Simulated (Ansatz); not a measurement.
```yaml
atoms:
  - { symbol: C, position_ang: [-0.0107, -0.0158, -1.2616] }
  - { symbol: C, position_ang: [0.0396, -0.0211, 0.0221] }
  - { symbol: C, position_ang: [-0.0007, -0.0471, 1.3245] }
  - { symbol: H, position_ang: [-0.0409, -0.9622, -1.8614] }
  - { symbol: H, position_ang: [0.0329, 0.9375, -1.8373] }
  - { symbol: H, position_ang: [-0.9202, 0.0108, 1.8290] }
  - { symbol: H, position_ang: [0.9266, 0.0472, 1.8879] }
```

Basis set: def2-TZVP (spherical functions). Correlated methods keep 3 orbitals frozen. Charge 0, multiplicity 1.

Computed with Ansatz (development build ahead of 0.2.0); each method stands on the lowest determinant of its kind that the runs found. Restricted open shells among the atoms or ions are ROHF, correlated in semicanonical orbitals with singles.

The atomization energy at this shape (free ground-state atoms in the same class of orbitals less the molecule, no zero-point energy) of singlet C3H4:

```
method  atomization energy
   RHF     528.60 kcal/mol
```

Task: What does RHF-MP2 give?

Result: 686.91 kcal/mol.
